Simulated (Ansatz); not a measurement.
A structure relaxed at PBE0-D4/def2-SVP in Ansatz, charge 0, doublet:

```tsv
atom	x (Å)	y (Å)	z (Å)
Hg1	1.496	1.577	-1.280
Hg2	-0.418	-0.925	0.498
F3	-2.046	-1.246	1.484
F4	1.307	-0.806	-0.482
F5	-0.339	1.401	-0.220
```

Problem. Give its formula and point group.

Solution. the cluster Hg₂F₃. Point group Cs (tolerance 0.1 Å).

Problem. Summarise the bond lengths by kind (pairs closer than 1.2 times the sum of covalent radii, bridged metal pairs left out).

Solution. 3 × F–Hg 1.93 to 2.13 Å.

In the def2 sets Hg takes a core potential; there is no spin–orbit coupling. The relaxation made no stability test and no search for a lower SCF solution. The structure comes from a short search, and lower isomers may exist.
